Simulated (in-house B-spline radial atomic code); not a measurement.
Values are calculated unless marked as measured or tabulated.
**Ba in an electron gas of r_s = 1.8: phase shifts, screening and friction**

A nucleus sits in a uniform electron gas with a rigid positive background. The Kohn-Sham equations are solved self-consistently in the spin-unpolarised LDA (PW92), non-relativistic, on B-splines with outgoing waves at the boundary and partial waves to l = 8. The model has no lattice, no bands and no magnetic solution. Atomic units; δ_l are the phase shifts at the Fermi level, counted so that each bound state adds π, and good to about 0.0005. Heavy atoms are models without relativity.

The density parameter is r_s = 1.8 bohr.

| l | δ_l (rad) |
| --- | --- |
| 0 | 13.6843 |
| 1 | 11.2490 |
| 2 | 7.4218 |
| 3 | 0.4467 |
| 4 | 0.0243 |
| 5 | 0.0054 |
| 6 | 0.0013 |
| 7 | 0.0004 |
| 8 | 0.0002 |

Bound levels below the band bottom (hartree): s -7.462, p -5.707, d -2.652, s -0.5162, p -0.1095 and deeper ones.

Question: Check the Friedel sum rule, and say where the screening charge sits.

Answer: k_F = (9π/4)^(1/3)/r_s = 1.06620. The rule is Z = (2/π) Σ (2l + 1) δ_l. The terms are s 8.712, p 21.484, d 23.624, f 1.991 and 0.194 beyond, in all 56.004 against Z = 56. Bound states hold 10 s, 24 p, 20 d electrons, so the scattering states carry 2.00 in all; where a term is smaller than its bound count, the bound level has drawn weight out of the band.

Question: Find the transport cross section and the electronic stopping of a 10 keV Ba ion (mass 137.33 u).

Answer: σ_tr = (4π/k_F²) Σ (l + 1) sin²(δ_l − δ_(l+1)). The terms for l = 0 to 3 are 0.4212, 0.8017, 1.2212, 0.6722, all together 3.1183, so σ_tr = 11.054 × 3.1183 = 34.471 bohr². With n = 3/(4π r_s³) = 0.04093, the friction coefficient is Q = n k_F σ_tr = 1.5045. For v well below v_F = 1.066, dE/dx = Q v; with 24801 eV per u at v = 1, v = √(10000/(24801 × 137.33)) = 0.0542, so dE/dx = 0.08152 hartree/bohr = 41.9 eV/nm. The largest term couples the d and f waves.
